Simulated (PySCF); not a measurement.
# Electron correlation in C⁺ (carbon, charge +1)

[He] 2s1 2p1 3d1, one real determinant (an excited configuration). All numbers are calculated (PySCF 2.14, the non-relativistic Hamiltonian (point nucleus), in dyall-av3z). Frozen: 1s2; 3 electrons correlated; the 13 highest virtual orbitals of each spin left out.

| level | correlation energy (mhartree) |
| --- | --- |
| CCSD | -13.78 |
| (T) | -0.66 |
| CCSD(T) | -14.44 |

Diagnostics: T1 = 0.0091, D1 = 0.0211, largest double amplitude 0.174.

Q: Is a single reference adequate?

A: Not fully. The real determinant used has ⟨L²⟩ near 8 against 12 for a pure F term, so it mixes terms. The outer electron is Rydberg-like, and this basis confines it to a smaller radius and binds it less than a complete one would. A double-excitation amplitude exceeds 0.15, a sign of near-degeneracy.

The reference is one real determinant that mixes LS terms of this configuration.
